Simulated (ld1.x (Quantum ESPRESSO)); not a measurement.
## bismuth (Bi), TM: configuration errors across variants

Bi (Z = 83), norm-conserving Troullier–Martins (Kleinman–Bylander form), made with ld1.x (Quantum ESPRESSO) 7.5 (LDA (PZ), fully relativistic). Core [Xe] 4f14, reference 5d10 6s2 6p2 (charge +1). Waves: 6s (bound): rc 2.05 bohr; 6p (bound): rc 2.15 bohr; 5d (bound): rc 1.55 bohr. Local part: all-electron potential smoothed inside 1.55 bohr (lloc = -1). Core correction: a·sin(br)/r model core, default radius (core density twice the valence density).

Open shells are filled in proportion to 2j + 1 (rel_dist='average').

All-electron excitation energies from the reference (eV): (1) 5d10 6s2 6p3 -8.305; (2) 5d10 6s2 6p0 39.680; (3) 5d10 6s2 6p3.3 -9.501; (4) 5d10 6s1 6p4 1.637.

Tests that are not counted but printed errors over 1 eV. “base”: 5d9 6s2 6p4 (solver errors, printed error -1922 eV); 5d10 6s0 6p5 (solver errors, printed error -1915 eV). “wave 6s (bound): rc 2.05 bohr becomes 6s (bound): rc 1.38 bohr”: 5d9 6s2 6p4 (solver errors, printed error -1912 eV). “wave 6s (bound): rc 2.05 bohr becomes 6s (bound): rc 1.54 bohr”: 5d9 6s2 6p4 (solver errors, printed error -1905 eV); 5d10 6s0 6p5 (solver errors, printed error -1895 eV). “wave 6s (bound): rc 2.05 bohr becomes 6s (bound): rc 1.72 bohr”: 5d9 6s2 6p4 (solver errors, printed error -1786 eV); 5d10 6s0 6p5 (solver errors, printed error -1907 eV). “wave 6s (bound): rc 2.05 bohr becomes 6s (bound): rc 1.86 bohr”: 5d9 6s2 6p4 (solver errors, printed error -1918 eV); 5d10 6s0 6p5 (solver errors, printed error -1912 eV).

A true bound ghost makes a file unfit for plane-wave use even where its test errors are small: the radial tests pick states by their node count and pass the ghost by. Where a test does run into it, the solver fails or the error is huge.

Errors AE − PS in meV (a dash: test not solved or not reliable):

| change | (1) | (2) | (3) | (4) | bound ghosts |
| --- | --- | --- | --- | --- | --- |
| base | -5.2 | -2.8 | -8.4 | -5.1 | s, p3/2, p1/2 |
| wave 6s (bound): rc 2.05 bohr becomes 6s (bound): rc 1.38 bohr | -5.8 | -12 | -9.2 | -28 | s, p3/2, p1/2 |
| wave 6s (bound): rc 2.05 bohr becomes 6s (bound): rc 1.54 bohr | -5.4 | -6.5 | -8.7 | -8.7 | s, p3/2, p1/2 |
| wave 6s (bound): rc 2.05 bohr becomes 6s (bound): rc 1.72 bohr | -5.2 | -3.5 | -8.5 | -5.7 | s, p3/2, p1/2 |
| wave 6s (bound): rc 2.05 bohr becomes 6s (bound): rc 1.86 bohr | -5.2 | -2.8 | -8.4 | -5.0 | s, p3/2, p1/2 |
| wave 6s (bound): rc 2.05 bohr becomes 6s (bound): rc 2.06 bohr | -5.2 | -2.8 | -8.4 | -5.3 | s, p3/2, p1/2 |
| wave 6s (bound): rc 2.05 bohr becomes 6s (bound): rc 2.30 bohr | -5.1 | -2.3 | -8.4 | -8.4 | s, p3/2, p1/2 |
| wave 6s (bound): rc 2.05 bohr becomes 6s (bound): rc 2.68 bohr | -4.7 | +2.7 | -7.8 | -22 | s, p3/2, p1/2 |
| wave 6s (bound): rc 2.05 bohr becomes 6s (bound): rc 2.86 bohr | -4.3 | +8.8 | -7.1 | -35 | s, p3/2, p1/2 |
| wave 6s (bound): rc 2.05 bohr becomes 6s (bound): rc 3.04 bohr | -3.9 | +14 | -6.5 | -46 | s, p3/2, p1/2 |

Problem. Give the same row for: wave 6s (bound): rc 2.05 bohr becomes 6s (bound): rc 2.44 bohr.

Solution. -5.1, -1.5, -8.3, -12; bound ghosts: s, p3/2, p1/2. Not counted: 5d9 6s2 6p4 (solver errors, printed error -1917 eV); 5d10 6s0 6p5 (solver errors, printed error -1891 eV).
